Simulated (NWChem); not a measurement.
System: CH$_{3}$Mg cation; SMILES [CH3][Mg+]

Here is an NWChem input.

```
start job
memory heap 200 mb stack 900 mb global 1100 mb
charge 1
geometry units angstroms noautoz
  Mg     0.000000     0.000000    -0.949386
  C      0.000000     0.000000     1.148808
  H      0.740484     0.740484     1.458086
  H      0.271036    -1.011520     1.458086
  H     -1.011520     0.271036     1.458086
end
basis spherical
  Mg library def2-tzvp
  C library def2-tzvp
  H library def2-tzvp
end
dft
  xc xctpssh
  iterations 150
  mulliken
end
task dft energy
```

NWChem printed, in part:

```
             Northwest Computational Chemistry Package (NWChem) 7.3.0
             --------------------------------------------------------

 C3V symmetry detected

                             Geometry "geometry" -> ""
                             -------------------------

 Output coordinates in angstroms (scale by  1.889725989 to convert to a.u.)

  No.       Tag          Charge          X              Y              Z
 ---- ---------------- ---------- -------------- -------------- --------------
    1 Mg                  12.0000     0.00000000     0.00000000    -0.94340857
    2 C                    6.0000     0.00000000     0.00000000     1.15478543
    3 H                    1.0000     0.74048403     0.74048403     1.46406343
    4 H                    1.0000     0.27103596    -1.01151999     1.46406343
    5 H                    1.0000    -1.01151999     0.27103596     1.46406343

 Effective nuclear repulsion energy (a.u.)      35.0137093203

      Symmetry information
      --------------------

 Group name             C3v
 Group number             17
 Group order               6
 No. of unique centers     3

                                 NWChem DFT Module
                                 -----------------

 Summary of "ao basis" -> "ao basis" (spherical)
 ------------------------------------------------------------------------------
       Tag                 Description            Shells   Functions and Types
 ---------------- ------------------------------  ------  ---------------------
 Mg                        def2-tzvp                12       32   5s4p3d
 C                         def2-tzvp                11       31   5s3p2d1f
 H                         def2-tzvp                 4        6   3s1p

      Symmetry analysis of basis
      --------------------------

        a1         29
        a2          2
        e          50

  Rotation of axis

            General Information
            -------------------
          SCF calculation type: DFT
          Wavefunction type:  closed shell.
          No. of atoms     :     5
          No. of electrons :    20
           Alpha electrons :    10
            Beta electrons :    10
          Charge           :     1
          Spin multiplicity:     1
          Use of symmetry is: on ; symmetry adaption is: on
          Maximum number of iterations: 150
          AO basis - number of functions:    81
                     number of shells:    35
          Convergence on energy requested:  1.00D-06
          Convergence on density requested:  1.00D-05
          Convergence on gradient requested:  5.00D-04

              XC Information
              --------------
                  TPSS hybrid Method XC Functional
                     Hartree-Fock (Exact) Exchange  0.100
                  TPSS metaGGA Exchange Functional  0.900
             TPSS03 metaGGA Correlation Functional  1.000

             Grid Information
             ----------------
          Grid used for XC integration:  medium
          Radial quadrature: Mura-Knowles
          Angular quadrature: Lebedev.
          Tag              B.-S. Rad. Rad. Pts. Rad. Cut. Ang. Pts.
          ---              ---------- --------- --------- ---------
          Mg                  1.50       88           9.0       590
          C                   0.70       49          10.0       434
          H                   0.35       45          11.0       434
          Grid pruning is: on
          Number of quadrature shells:   182
          Spatial weights used:  Erf1

      Superposition of Atomic Density Guess
      -------------------------------------

 Sum of atomic energies:        -238.77738698

 Renormalizing density from      21.00 to     20

      Non-variational initial energy
      ------------------------------

 Total energy =    -232.036725
 1-e energy   =    -381.350848
 2-e energy   =     114.300414
 HOMO         =      -0.708140
 LUMO         =      -0.426313

      Symmetry analysis of molecular orbitals - initial
      -------------------------------------------------

  Numbering of irreducible representations:

     1 a1          2 a2          3 e

  Orbital symmetries:

     1 a1          2 a1          3 a1          4 a1          5 e
     6 e           7 a1          8 e           9 e          10 a1
    11 a1         12 e          13 e          14 a1         15 e
    16 e          17 a1         18 a1         19 e          20 e

     ---------------------------------------------
      Total Density - Mulliken Population Analysis
     ---------------------------------------------

    Atom       Charge   Shell Charges
 -----------   ------   -------------------------------------------------------
    1 Mg  12    10.80   2.00  0.78  1.22  0.60  0.06  5.34  0.65  0.10  0.02  0.00  0.03 -0.00
    2 C    6     7.11   0.86  1.12  0.63  0.72  0.06  1.55  1.72  0.43  0.01  0.01  0.00
    3 H    1     0.70   0.23  0.38  0.06  0.03
    4 H    1     0.70   0.23  0.38  0.06  0.03
    5 H    1     0.70   0.23  0.38  0.06  0.03

   convergence    iter        energy       DeltaE   RMS-Dens  Diis-err
 ---------------- ----- ----------------- --------- --------- ---------
 d= 0,ls=0.0,diis     1   -239.5941825039 -2.75D+02  1.85D-02  2.17D+00
 d= 0,ls=0.0,diis     2   -239.3558725600  2.38D-01  2.04D-02  2.23D+00
 d= 0,ls=0.0,diis     3   -239.6366377164 -2.81D-01  5.88D-03  6.33D-01
 d= 0,ls=0.0,diis     4   -239.7306107070 -9.40D-02  2.54D-03  2.66D-02
 d= 0,ls=0.0,diis     5   -239.7360629580 -5.45D-03  1.95D-04  1.71D-04
  Resetting Diis
 d= 0,ls=0.0,diis     6   -239.7360782484 -1.53D-05  1.77D-05  8.58D-07
 d= 0,ls=0.0,diis     7   -239.7360783723 -1.24D-07  1.55D-05  1.64D-07
 d= 0,ls=0.0,diis     8   -239.7360783121  6.03D-08  9.74D-06  5.06D-07

[...]
```

Level: TPSSh/def2-TZVP. Structure relaxed at the B3LYP/6-31G* (spherical d) level.
